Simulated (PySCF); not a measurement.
HI2InO, SMILES [OH][In]([I])[I].

The structure is a stationary point at PBE-D3(BJ)/def2-SVP. The structure was generated by enumeration; whether it is a known compound was not checked. The def2 effective core potentials stand for the cores of I, In; spin–orbit coupling is left out. Other conformers were not sampled.

Computed with PBE/def2-TZVP run with PySCF.

Symmetry labels are those of the subgroup Cs that the program uses (full group Cs).

List the valence orbital energies around the gap with their symmetry. (Estimate from the structure and the level; the computed values follow.)


```csv
orbital,symmetry,energy (eV)
HOMO−7,A',-10.11
HOMO−6,A',-8.30
HOMO−5,A',-7.91
HOMO−4,A",-7.55
HOMO−3,A",-7.01
HOMO−2,A',-6.90
HOMO−1,A",-6.88
HOMO,A',-6.76
LUMO,A',-3.74
LUMO+1,A",-2.37
LUMO+2,A',-0.73
LUMO+3,A',-0.15
```
